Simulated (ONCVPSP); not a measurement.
**Zr: excitation energies, all-electron against ONCV**

zirconium (Zr), optimised norm-conserving Vanderbilt (ONCV), made with ONCVPSP 4.0.1 (PBE, scalar-relativistic). Core [Ar] 3d10, reference 4s2 4p6 4d2 5s1.5 5p0.5. Waves: 4s+5s: rc 1.90 bohr, ncon 4, nbas 8, qcut 8.3 1/bohr, 3 projectors, debl 2.3 Ha; 4p+5p: rc 2.10 bohr, ncon 4, nbas 8, qcut 5.7 1/bohr, 2 projectors; 4d: rc 2.65 bohr, ncon 5, nbas 10, qcut 5.5 1/bohr, 2 projectors, debl 3 Ha. Local part: polynomial inside 1.85 bohr (lpopt 3, dvloc0 0 Ha). Core correction: Teter function, fcfact 5.75, rcfact 1.45.

Energies are relative to the spin-unpolarised reference configuration 4s2 4p6 4d2 5s1.5 5p0.5; without spin polarisation the order of configurations can differ from experiment.

| valence configuration | charge | ΔE all-electron (eV) | error AE − PS (meV) |
| --- | --- | --- | --- |
| 4s2 4p6 4d2 5s1 5p0 | +1 | 5.635 | -1.0 |
| 4s2 4p5 4d2 5s2 5p0 | +1 | 36.492 | -84 |

(1) What are ΔE and the potential's error for 4s2 4p6 4d2 5s2 5p0?

(2) What are ΔE and the potential's error for 4s2 4p6 4d2 5s0 5p0?

Levels in the configuration 4s2 4p6 4d2 5s0 5p0:

```
level  all-electron (eV)  pseudo (eV)
   4s            -68.988      -69.027
   4p            -46.920      -46.946
   4d            -17.300      -17.304
```

## Answers

(1) ΔE = -1.503 eV all-electron; the error (AE − PS) is +0.1 meV.

(2) ΔE = 18.575 eV all-electron; the error (AE − PS) is -4.3 meV.
